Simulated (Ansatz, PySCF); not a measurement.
Species: CClF₂, net charge 0, doublet state. It need not be the lowest isomer of its formula. 
Coordinates optimised at B3LYP-D3(BJ)/def2-TZVP (Ansatz, an electronic-structure program):
```
C
F 1 1.3231
F 1 1.3231 2 110.37
Cl 1 1.7352 2 114.07 3 -129.96
```
Charge 0, spin multiplicity 2.

Quantity: vertical ionisation energy (to the singlet state of charge +1; each state is the SCF solution reached for its spin), in eV. Cores are frozen in the correlated levels unless marked. Open shells are spin-unrestricted. Spin-orbit coupling is left out. Non-relativistic. CBS marks a two-point X^-3 extrapolation of the correlation energy; Hartree-Fock from the larger set. The bracket is a focal-point correction in the basis named.

```csv
level,program,vertical ionisation energy (eV),minus last row
HF/aug-cc-pV(D+d)Z,Ansatz,10.45,0.37
HF/aug-cc-pV(T+d)Z,Ansatz,10.39,0.31
HF/aug-cc-pV(Q+d)Z,Ansatz,10.39,0.31
SVWN5/def2-TZVPD,Ansatz,9.79,-0.29
B3LYP/def2-TZVPD,Ansatz,10.13,0.05
PBE0/def2-TZVPD,Ansatz,10.16,0.08
M06-2X/def2-TZVPD,PySCF,10.24,0.16
CAM-B3LYP/def2-TZVPD,Ansatz,10.29,0.21
wB97M-V/def2-TZVPD,Ansatz,9.95,-0.13
wB97X-V/def2-TZVPD,Ansatz,10.12,0.04
B2PLYP/def2-TZVPD,Ansatz,10.01,-0.07
RI-MP2/aug-cc-pV(T+d)Z,Ansatz,10.01,-0.07
"RI-MP2/CBS(aug-cc-pV(T+d)Z,aug-cc-pV(Q+d)Z)",Ansatz,10.10,0.02
SCS-MP2/aug-cc-pV(D+d)Z,Ansatz,9.90,-0.18
"RI-MP2/CBS(aug-cc-pV(T+d)Z,aug-cc-pV(Q+d)Z)+[CCSD(T)-MP2]/aug-cc-pV(D+d)Z",Ansatz,10.08,0.00
```

For comparison, minus the highest occupied orbital energy (PySCF): 5.93 eV at M06-L/def2-TZVPD, 8.06 eV at MN15/def2-TZVPD, 6.06 eV at TPSS/def2-TZVPD.
